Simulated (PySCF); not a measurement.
## Computed properties of Hf(Me)3(H) (C₃H₁₀Hf), SMILES [CH3][HfH]([CH3])[CH3], multiplicity 1

C₃H₁₀Hf, SMILES [CH3][HfH]([CH3])[CH3], multiplicity 1. Coordinates come from a PBE0-D3(BJ)/def2-SVP optimisation. The multiplicity is an assumed one; other spin states were not compared. The def2 effective core potentials stand for the cores of Hf; spin–orbit coupling is left out. One conformer was computed; it need not be the lowest. All values are computed for the isolated molecule unless a solvent is named; none is compared with measurement here.

**Structure.** The optimised structure has C3v symmetry. All 36 harmonic modes at PBE0-D3(BJ)/def2-SVP (PySCF) are real, so it is a minimum. With heavy atoms numbered as in [HfH:1]([CH3:2])([CH3:6])[CH3:10], the shortest bond between them is Hf1–C6 at 2.201 Å and the longest Hf1–C10 at 2.201 Å.

**Vibrations.** The strongest infrared lines (harmonic, unscaled, degenerate partners summed) lie at 1673 cm⁻¹ (436 km/mol, H 99 %), 584 cm⁻¹ (264 km/mol, H 82 %, C 14 %), 1160 cm⁻¹ (81 km/mol, H 77 %, C 23 %). The softest mode is at 52 cm⁻¹ and the zero-point energy is 67.0 kcal/mol.

**Electronic structure.** B3LYP/def2-TZVP (PySCF) places the frontier levels at -7.34 and -0.95 eV, a gap of 6.39 eV, and gives a dipole moment of 0.93 D and a mean polarisability of 84.7 bohr³. PBE/def2-TZVP (PySCF) at the same geometry gives -6.25 and -1.66 eV, so its gap is 1.80 eV narrower. An orbital gap is neither the optical nor the fundamental gap.

**Excitations.** TDDFT-B3LYP/def2-SVPD (PySCF) has S1 at 4.89 eV (253 nm, f = 0.001, dark); the most intense of the 10 singlets computed lies at 5.80 eV (f = 0.01). Strengths of degenerate partners are summed. T1 (TDA) is at 4.62 eV. TDDFT-PBE/def2-SVPD (PySCF) puts S1 at 4.55 eV. No vertical singlet excitation falls in the visible range (under 3.1 eV).
